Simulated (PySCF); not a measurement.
**How methods differ on the ionisation energy of Mn**

Mn [Ar] 3d5 4s2 (6S) → Mn⁺ [Ar] 3d5 4s1 (7S), as a difference of total energies. Computed with PySCF 2.14 in aug-cc-pVDZ-DK, with the spin-free X2C one-electron Hamiltonian (Gaussian nucleus). Correlated levels: valence: [Ar] frozen. The calculations carry no spin-orbit coupling.

| method | ionisation energy (eV) | error (eV) |
| --- | --- | --- |
| UHF | 6.030 | -1.404 |
| LDA | 7.566 | +0.132 |
| PBE | 7.237 | -0.197 |
| PBE0 | 7.096 | -0.338 |
| r2SCAN | 6.940 | -0.494 |
| r2SCAN0 | 6.958 | -0.476 |
| TPSSh | 7.070 | -0.364 |
| wB97M-V | 7.524 | +0.090 |
| MP2 (valence) | 6.980 | -0.454 |
| SCS-MP2 (valence) | 7.177 | -0.257 |

Reference: 7.434 eV (measured; NIST Atomic Spectra Database, ionization energies).

Errors of the correlated levels include the incompleteness of this basis and the frozen core.

MP2 underrates the near-degeneracy of ns² with np² in the lower species.
